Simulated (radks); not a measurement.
Polarisabilities and homonuclear dispersion coefficients (atomic units). All-electron calculation, scalar-relativistic Kohn-Sham, PBE, spin-polarised, spherical densities, finite nucleus; open shells are filled with parallel spins first; Fermi nuclear charge, rms radius of each element as measured or else 0.836 A^(1/3) + 0.57 fm. Program: a radial shooting solver on a logarithmic mesh with Libxc functionals. Response by self-consistent Sternheimer equations with the Hartree and adiabatic LDA kernel, the relativistic mass of each level held fixed and spin-orbit coupling left out. For heavy and open-shell atoms this level of theory can miss by tens of per cent. "Uncoupled" leaves out the induced potential. Quadrupole and octupole values are given only where no p, d or f shell is open.

| species | configuration | alpha1 (bohr^3) | alpha1, uncoupled | alpha2 (bohr^5) | alpha3 (bohr^7) | C6 | C8 | recommended alpha1 |
|---|---|---|---|---|---|---|---|---|
| Ni | [Ar] 3d8 4s2 | 45.95 | 82.45 | - | - | 365.0 | - | 49 +/- 3 |
| Cu+ | [Ar] 3d10 | 8.481 | 11.55 | 78.77 | 353.0 | 28.93 | 644.5 | - |
| Zn2+ | [Ar] 3d10 | 3.052 | 3.889 | 10.69 | 39.50 | 8.231 | 102.8 | - |
| Ga3+ | [Ar] 3d10 | 1.507 | 1.855 | 3.241 | 8.933 | 3.374 | 29.01 | - |
| Ge4+ | [Ar] 3d10 | 0.8781 | 1.059 | 1.349 | 2.875 | 1.679 | 10.98 | - |
| As5+ | [Ar] 3d10 | 0.5668 | 0.6737 | 0.6714 | 1.146 | 0.9419 | 4.960 | - |
| Se6+ | [Ar] 3d10 | 0.3916 | 0.4607 | 0.3749 | 0.5268 | 0.5733 | 2.517 | - |
| Br7+ | [Ar] 3d10 | 0.2840 | 0.3313 | 0.2268 | 0.2682 | 0.3700 | 1.387 | - |
| Kr8+ | [Ar] 3d10 | 0.2135 | 0.2474 | 0.1455 | 0.1474 | 0.2497 | 0.8137 | - |

Recommended values: Schwerdtfeger and Nagle, table of static dipole polarisabilities (2023 update), measured or computed.
